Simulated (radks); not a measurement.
The numbers below are computed, except where a source is named.
Q: Valence configurations of the tellurium ion Te+ (all share [Kr]). Code: a radial shooting solver on a logarithmic mesh with Libxc functionals. Model: scalar-relativistic Kohn-Sham, PBE, spin-unpolarised, spherical densities, finite nucleus; Fermi nuclear charge, rms radius 4.7423 fm. Order these by energy: 4d10 5s1.5 5p3.5; 4d8 5s2 5p5; 4d9 5s2 5p4; 4d8 5s1 5p6; 4d10 5p5; 4d10 5s1 5p4; 4d10 5s2 5p3; 4d9 5s1 5p5.

A: From the lowest, in eV above it: 4d10 5s2 5p3 0.000; 4d10 5s1.5 5p3.5 4.900; 4d10 5s1 5p4 9.841; 4d10 5p5 19.842; 4d9 5s2 5p4 39.525; 4d9 5s1 5p5 50.094; 4d8 5s2 5p5 84.152; 4d8 5s1 5p6 95.412. NIST lists [Kr] 4d10 5s2 5p3 as the ground configuration; this level of theory agrees among the configurations tried. The energies are those of spherical spin-averaged densities, not of single terms.
